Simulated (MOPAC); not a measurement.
MOPAC input (PM6):

```
PM6 PRECISE GNORM=0.05 LET XYZ UHF MS=0.5 GEO-OK AUX(PRECISION=9) THREADS=1
C2H8GeN

C     2.98277000 1   -0.09216400 1    0.02749200 1
C     1.56114000 1    0.16464400 1   -0.45672700 1
N     0.57445100 1   -0.25193200 1    0.49685100 1
Ge   -1.21912500 1    0.02211200 1    0.03097000 1
H     3.13133800 1   -1.15492200 1    0.22231000 1
H     3.17068900 1    0.44964900 1    0.95531200 1
H     3.71344000 1    0.23088200 1   -0.71751400 1
H     1.42779800 1    1.23211600 1   -0.70160800 1
H     1.39060100 1   -0.35204900 1   -1.41771200 1
H    -1.95168800 1    0.48691200 1    1.29805400 1
H    -1.37802900 1    1.06535100 1   -1.09997300 1
H    -1.77676500 1   -1.33688000 1   -0.43245900 1
```

Output:

```
 *******************************************************************************
 **                                                                           **
 **                              MOPAC v23.2.5                                **
 **                                                                           **
 *******************************************************************************
 ** MOPAC's Digital Object Identifier: https://doi.org/10.5281/zenodo.6511958 **
 **                                                                           **
 ** Please cite the open-source release paper for use of this MOPAC version:  **
 ** J. E. Moussa and J. J. P. Stewart (2026)                                  **
 ** MOPAC: An open-source semiempirical molecular orbital program             **
 ** J. Open Source Softw., 11(119), 8025, https://doi.org/10.21105/joss.08025 **
 *******************************************************************************

                              PM6 CALCULATION RESULTS

 *******************************************************************************
 *  PM6        - The PM6 Hamiltonian to be used
 *  GEO-OK     - OVERRIDE INTERATOMIC DISTANCE AND OTHER SAFETY CHECKS
 *  UHF        - UNRESTRICTED HARTREE-FOCK CALCULATION
 *  MS=        - IN MECI, MAGNETIC COMPONENT OF SPIN =  0.5
 *  LET        - OVERRIDE SOME SAFETY CHECKS
 *  PRECISE    - TIGHTER CRITERIA TO BE USED
 *  XYZ        - CARTESIAN COORDINATE SYSTEM TO BE USED
 *  GNORM      - EXIT WHEN GRADIENT NORM DROPS BELOW 0.050
 *  AUX        - OUTPUT AUXILIARY INFORMATION
 *******************************************************************************
PM6 PRECISE GNORM=0.05 LET XYZ UHF MS=0.5 GEO-OK AUX(PRECISION=9) THREADS=1
 C2H8GeN

   ATOM   CHEMICAL          X               Y               Z
  NUMBER   SYMBOL      (ANGSTROMS)     (ANGSTROMS)     (ANGSTROMS)

     1       C          2.98277000  *  -0.09216400  *   0.02749200  *
     2       C          1.56114000  *   0.16464400  *  -0.45672700  *
     3       N          0.57445100  *  -0.25193200  *   0.49685100  *
     4      Ge         -1.21912500  *   0.02211200  *   0.03097000  *
     5       H          3.13133800  *  -1.15492200  *   0.22231000  *
     6       H          3.17068900  *   0.44964900  *   0.95531200  *
     7       H          3.71344000  *   0.23088200  *  -0.71751400  *
     8       H          1.42779800  *   1.23211600  *  -0.70160800  *
     9       H          1.39060100  *  -0.35204900  *  -1.41771200  *
    10       H         -1.95168800  *   0.48691200  *   1.29805400  *
    11       H         -1.37802900  *   1.06535100  *  -1.09997300  *
    12       H         -1.77676500  *  -1.33688000  *  -0.43245900  *

          CARTESIAN COORDINATES

    NO.       ATOM           X           Y           Z

     1         C          2.9828     -0.0922      0.0275
     2         C          1.5611      0.1646     -0.4567
     3         N          0.5745     -0.2519      0.4969
     4        Ge         -1.2191      0.0221      0.0310
     5         H          3.1313     -1.1549      0.2223
     6         H          3.1707      0.4496      0.9553
     7         H          3.7134      0.2309     -0.7175
     8         H          1.4278      1.2321     -0.7016
     9         H          1.3906     -0.3520     -1.4177
    10         H         -1.9517      0.4869      1.2981
    11         H         -1.3780      1.0654     -1.1000
    12         H         -1.7768     -1.3369     -0.4325

 General Reference for PM6:
 "Optimization of Parameters for Semiempirical Methods V: Modification of NDDO Approximations
 and Application to 70 Elements", J. J. P. Stewart, J. Mol. Mod., 13, 1173-1213 (2007)
 URL: https://link.springer.com/article/10.1007/s00894-007-0233-4

           Empirical Formula: C2 H8 N Ge  =    12 atoms

      MOLECULAR POINT GROUP   :   C1

          UHF CALCULATION, NO. OF ALPHA ELECTRONS =   13
                           NO. OF BETA  ELECTRONS =   12

          Geometry optimization using EF

          DIAGONAL MATRIX USED AS START HESSIAN

 CYCLE:     1  GRAD.:    34.095 HEAT:  44.79284
 CYCLE:     2  GRAD.:   101.014 HEAT:  49.10914
 CYCLE:     3  GRAD.:    75.905 HEAT:  45.60915
 CYCLE:     4  GRAD.:   122.453 HEAT:  51.69323
 CYCLE:     5  GRAD.:    61.786 HEAT:  45.04471
 CYCLE:     6  GRAD.:   139.812 HEAT:  53.41427
 CYCLE:     7  GRAD.:    60.478 HEAT:  44.91145
 CYCLE:     8  GRAD.:   206.669 HEAT:  57.46688
 CYCLE:     9  GRAD.:    33.626 HEAT:  44.04224
 CYCLE:    10  GRAD.:    70.913 HEAT:  46.67358
 CYCLE:    11  GRAD.:     5.277 HEAT:  43.31206
 CYCLE:    12  GRAD.:    13.645 HEAT:  43.34751
 CYCLE:    13  GRAD.:     6.362 HEAT:  43.25146
 CYCLE:    14  GRAD.:    20.543 HEAT:  43.36954
 CYCLE:    15  GRAD.:     5.294 HEAT:  43.16870
 CYCLE:    16  GRAD.:     8.103 HEAT:  43.14733
 CYCLE:    17  GRAD.:     3.732 HEAT:  43.07365
 CYCLE:    18  GRAD.:     7.178 HEAT:  43.04334
 CYCLE:    19  GRAD.:     9.413 HEAT:  43.06103
 CYCLE:    20  GRAD.:     3.114 HEAT:  43.01509
 CYCLE:    21  GRAD.:     3.922 HEAT:  43.01674
 CYCLE:    22  GRAD.:     0.748 HEAT:  43.00600
 CYCLE:    23  GRAD.:     0.783 HEAT:  43.00304
 CYCLE:    24  GRAD.:     1.321 HEAT:  42.99829
 CYCLE:    25  GRAD.:     0.791 HEAT:  42.99654
 CYCLE:    26  GRAD.:     0.651 HEAT:  42.99490
 CYCLE:    27  GRAD.:     1.214 HEAT:  42.99185
 CYCLE:    28  GRAD.:     2.290 HEAT:  42.98317
 CYCLE:    29  GRAD.:     4.498 HEAT:  42.97192
 CYCLE:    30  GRAD.:     2.201 HEAT:  42.96178
 CYCLE:    31  GRAD.:     1.081 HEAT:  42.95099
 CYCLE:    32  GRAD.:     0.965 HEAT:  42.94520
 CYCLE:    33  GRAD.:     0.780 HEAT:  42.94382
 CYCLE:    34  GRAD.:     0.564 HEAT:  42.94299
 CYCLE:    35  GRAD.:     0.250 HEAT:  42.94259
 CYCLE:    36  GRAD.:     0.222 HEAT:  42.94226
 CYCLE:    37  GRAD.:     0.593 HEAT:  42.94147
 CYCLE:    38  GRAD.:     0.808 HEAT:  42.94038
 CYCLE:    39  GRAD.:     0.923 HEAT:  42.93823
 CYCLE:    40  GRAD.:     1.627 HEAT:  42.93625
 CYCLE:    41  GRAD.:     0.442 HEAT:  42.93330
 CYCLE:    42  GRAD.:     0.264 HEAT:  42.93243
 CYCLE:    43  GRAD.:     0.132 HEAT:  42.93190
 CYCLE:    44  GRAD.:     0.062 HEAT:  42.93184
 CYCLE:    45  GRAD.:     1.629 HEAT:  42.94194
 CYCLE:    46  GRAD.:     0.102 HEAT:  42.93181
 CYCLE:    47  GRAD.:     0.099 HEAT:  42.93184
 CYCLE:    48  GRAD.:     0.037 HEAT:  42.93181

     GRADIENT =  0.03674 IS LESS THAN CUTOFF =  0.05000

 -------------------------------------------------------------------------------
 PM6 PRECISE GNORM=0.05 LET XYZ UHF MS=0.5 GEO-OK AUX(PRECISION=9) THREADS=1
 C2H8GeN

     GEOMETRY OPTIMISED USING EIGENVECTOR FOLLOWING (EF).
     SCF FIELD WAS ACHIEVED

                              PM6 CALCULATION
                                                       MOPAC v23.2.5 Linux

          FINAL HEAT OF FORMATION =         42.93181 KCAL/MOL =     179.62667 KJ/MOL

          COSMO AREA              =        131.10 SQUARE ANGSTROMS
          COSMO VOLUME            =        119.28 CUBIC ANGSTROMS

          GRADIENT NORM           =          0.03674          =       0.01061 PER ATOM
          IONIZATION POTENTIAL    =          8.901845 EV
          ALPHA SOMO LUMO (EV)    =         -9.942  0.539
          BETA  SOMO LUMO (EV)    =         -8.902  0.488
          NO. OF ALPHA ELECTRONS  =         13
          NO. OF BETA  ELECTRONS  =         12
          MOLECULAR WEIGHT        =        118.6819         POINT GROUP:  C1

          MOLECULAR DIMENSIONS (Angstroms)

            Atom       Atom       Distance
            H    12    H     7     5.85747
            H    11    H     5     3.68770
            H    10    H     9     3.24302

          SCF CALCULATIONS        =         49

   ATOM   CHEMICAL          X               Y               Z
  NUMBER   SYMBOL      (ANGSTROMS)     (ANGSTROMS)     (ANGSTROMS)

     1       C          2.94797823  *  -0.07516028  *   0.09491220  *
     2       C          1.57241732  *   0.19419728  *  -0.53220047  *
     3       N          0.55426983  *  -0.36921792  *   0.31908039  *
     4      Ge         -1.22136991  *   0.02956850  *   0.05056854  *
     5       H          3.09878562  *  -1.14850993  *   0.27099350  *
     6       H          3.04072110  *   0.41636463  *   1.07134583  *
     7       H          3.75443622  *   0.28443598  *  -0.54983210  *
     8       H          1.45929135  *   1.29058667  *  -0.71087072  *
     9       H          1.53041739  *  -0.28285362  *  -1.54623758  *
    10       H         -1.65704103  *   0.62228227  *   1.38841031  *
    11       H         -1.46109380  *   0.98762613  *  -1.10862771  *
    12       H         -1.86267516  *  -1.33564630  *  -0.18459104  *

                             CARTESIAN COORDINATES

   1    C        2.947978228    -0.075160283     0.094912199
   2    C        1.572417322     0.194197283    -0.532200471
   3    N        0.554269835    -0.369217915     0.319080392
   4   Ge       -1.221369905     0.029568502     0.050568535
   5    H        3.098785615    -1.148509934     0.270993502
   6    H        3.040721099     0.416364625     1.071345829
   7    H        3.754436224     0.284435979    -0.549832099
   8    H        1.459291351     1.290586670    -0.710870718
   9    H        1.530417395    -0.282853621    -1.546237584
  10    H       -1.657041034     0.622282274     1.388410306
  11    H       -1.461093800     0.987626127    -1.108627707
  12    H       -1.862675161    -1.335646302    -0.184591039

           Empirical Formula: C2 H8 N Ge  =    12 atoms

      MOLECULAR POINT GROUP   :   C1

          ALPHA EIGENVALUES
 -29.42136 -25.24147 -20.89026 -18.98459 -15.96180 -15.12492 -13.81222 -13.10553
 -12.82926 -11.99982 -11.73415 -10.27088  -9.94234   0.53916   2.46512   2.52192
   3.13800   4.01229   4.74092   5.20111   5.66952   5.99942   6.08964   6.94414

           BETA EIGENVALUES
 -28.44739 -24.42761 -20.44720 -18.59973 -15.37505 -14.78762 -13.55683 -12.71387
 -12.47398 -11.81491 -11.57717  -8.90184   0.48772   1.25499   2.48528   2.83566
   3.30042   4.13016   5.20056   5.38458   5.78382   6.01096   6.10760   6.94648

              NET ATOMIC CHARGES AND DIPOLE CONTRIBUTIONS

  ATOM NO.   TYPE          CHARGE      No. of ELECS.   s-Pop       p-Pop
    1          C          -0.456802        4.4568     1.08526     3.37154
    2          C          -0.121405        4.1214     1.08113     3.04028
    3          N          -0.356443        5.3564     1.77805     3.57839
    4         Ge          -0.078709        4.0787     1.19340     2.88531
    5          H           0.163036        0.8370     0.83696
    6          H           0.158500        0.8415     0.84150
    7          H           0.141697        0.8583     0.85830
    8          H           0.131609        0.8684     0.86839
    9          H           0.146018        0.8540     0.85398
   10          H           0.106226        0.8938     0.89377
   11          H           0.061291        0.9387     0.93871
   12          H           0.104983        0.8950     0.89502
 DIPOLE           X         Y         Z       TOTAL
 POINT-CHG.    -0.795     0.836    -1.055     1.563
 HYBRID         0.137     0.452    -0.566     0.737
 SUM           -0.658     1.288    -1.621     2.172

          ATOMIC ORBITAL ELECTRON POPULATIONS

     Atom    s        px        py        pz
    1  C   1.08526   1.03498   1.18558   1.15098
    2  C   1.08113   0.94106   1.08128   1.01793
    3  N   1.77805   1.11255   1.20537   1.26047
    4 Ge   1.19340   0.82354   1.02997   1.03180
    5  H   0.83696
    6  H   0.84150
    7  H   0.85830
    8  H   0.86839
    9  H   0.85398
   10  H   0.89377
   11  H   0.93871
   12  H   0.89502

                    (SZ)    =    0.500000
                    (S**2)  =    0.766676

          ATOMIC ORBITAL SPIN POPULATIONS

    Atom   Total    s     px     py     pz
         Atomic
    1  C  0.0082  0.001  0.005  0.000  0.001
    2  C -0.0858 -0.011 -0.029 -0.016 -0.029
    3  N  1.0657  0.022  0.085  0.570  0.389
    4 Ge -0.1376 -0.015 -0.088 -0.020 -0.015
    5  H -0.0005 -0.001
    6  H -0.0007 -0.001
    7  H -0.0015 -0.002
    8  H  0.0318  0.032
    9  H  0.0521  0.052
   10  H  0.0358  0.036
   11  H -0.0027 -0.003
   12  H  0.0352  0.035

 **********************
 *                    *
 * JOB ENDED NORMALLY *
 *                    *
 **********************

 == MOPAC DONE ==
```

The geometry given is a B3LYP-D3(BJ)/def2-TZVP minimum.
